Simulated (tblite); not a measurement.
C₄H₇GeN₃O₂.
SMILES with atom numbers: `[CH3:1][O:2][C:3](=[O:4])[c:5]1[cH:6][n:7][n:8][n:9]1[GeH3:10]` (hydrogens: H11, H12, H13 on C1; H14 on C6; H15, H16, H17 on Ge10)

Computed with GFN2-xTB (tblite), gas phase: L-BFGS steps from a force-field or distance-geometry start until the largest atomic force falls under 0.01 eV/Å.

Step 15: E = -842.4313 eV
```
atom  x, y, z in Å  |  force x, y, z in eV/Å
C1      3.0584   -0.5929    0.0296    0.108   0.004  -0.006
O2      1.9653    0.3060   -0.1036    0.048  -0.100  -0.056
C3      0.7510   -0.2147    0.0461    0.020   0.111   0.016
O4      0.5317   -1.3776    0.3160   -0.083   0.076   0.030
C5     -0.3022    0.7726   -0.1289    0.043   0.007   0.036
C6     -0.3468    2.1461   -0.3367    0.010  -0.037   0.014
N7     -1.6355    2.5038   -0.3773   -0.051  -0.099  -0.019
N8     -2.3664    1.4586   -0.2187   -0.081  -0.049  -0.019
N9     -1.6014    0.3895   -0.0633    0.088   0.065  -0.041
Ge10   -2.4604   -1.2456    0.2304    0.097   0.161  -0.091
H11     3.2431   -1.1072   -0.9175   -0.090  -0.014   0.040
H12     3.9210    0.0191    0.2775    0.043   0.003   0.073
H13     2.8568   -1.3297    0.8128    0.014   0.066  -0.072
H14     0.4414    2.8628   -0.4566   -0.014  -0.105   0.031
H15    -2.7886   -1.1778    1.6803    0.062  -0.103   0.072
H16    -3.6767   -1.0272   -0.5986   -0.072  -0.027  -0.010
H17    -1.5977   -2.3738   -0.2014   -0.142   0.040   0.002
```

Step 16: E = -842.4360 eV
```
atom  x, y, z in Å  |  force x, y, z in eV/Å
C1      3.0617   -0.5919    0.0292    0.092  -0.011  -0.004
O2      1.9651    0.3049   -0.1060    0.104  -0.090  -0.047
C3      0.7496   -0.2114    0.0488    0.077   0.021   0.022
O4      0.5284   -1.3731    0.3232   -0.085   0.066   0.035
C5     -0.3036    0.7730   -0.1284    0.060   0.026   0.029
C6     -0.3498    2.1450   -0.3358   -0.061  -0.003   0.004
N7     -1.6412    2.4974   -0.3783   -0.034   0.032  -0.031
N8     -2.3711    1.4525   -0.2208    0.014  -0.034  -0.034
N9     -1.6011    0.3875   -0.0657    0.086   0.024  -0.030
Ge10   -2.4570   -1.2404    0.2271    0.008   0.055  -0.028
H11     3.2482   -1.1100   -0.9150   -0.098   0.002   0.011
H12     3.9274    0.0165    0.2779   -0.001   0.027   0.059
H13     2.8647   -1.3303    0.8111   -0.019   0.067  -0.043
H14     0.4378    2.8626   -0.4549   -0.031  -0.098   0.032
H15    -2.7810   -1.1769    1.6822    0.073  -0.106   0.012
H16    -3.6775   -1.0142   -0.5976   -0.047  -0.038   0.011
H17    -1.6075   -2.3792   -0.2070   -0.138   0.060   0.002
```

Question: Estimate the geometry and energy of step 17. (The exact step hangs on the optimiser's Hessian estimate; all steps are aligned on step 16, rigid shifts and turns removed.)

Answer: E = -842.4396 eV, largest force 0.134 eV/Å
```
atom  x, y, z in Å  |  force x, y, z in eV/Å
C1      3.0656   -0.5913    0.0289    0.051  -0.017  -0.004
O2      1.9667    0.3029   -0.1087    0.110  -0.040  -0.035
C3      0.7501   -0.2085    0.0509    0.094  -0.048   0.022
O4      0.5244   -1.3688    0.3283   -0.065   0.052   0.042
C5     -0.3032    0.7740   -0.1275    0.058   0.043   0.016
C6     -0.3525    2.1443   -0.3351   -0.094   0.035  -0.003
N7     -1.6454    2.4933   -0.3796   -0.018   0.110  -0.036
N8     -2.3738    1.4478   -0.2228    0.082  -0.021  -0.047
N9     -1.5993    0.3866   -0.0679    0.062  -0.020  -0.014
Ge10   -2.4543   -1.2346    0.2242   -0.077  -0.030   0.030
H11     3.2491   -1.1120   -0.9133   -0.069   0.002  -0.024
H12     3.9319    0.0155    0.2798   -0.017   0.037   0.039
H13     2.8691   -1.3294    0.8091   -0.036   0.039   0.003
H14     0.4354    2.8603   -0.4531   -0.024  -0.061   0.027
H15    -2.7748   -1.1792    1.6839    0.082  -0.099  -0.039
H16    -3.6794   -1.0075   -0.5969   -0.022  -0.038   0.030
H17    -1.6165   -2.3812   -0.2103   -0.118   0.056  -0.009
```

The energy changes by -0.0036 eV. The first-order estimate −F·Δx gives -0.0050 eV and the mean of the old and new forces, exact on a quadratic surface, -0.0036 eV. The step makes an angle of 55° with the force vector and moves no atom by more than 0.010 Å.
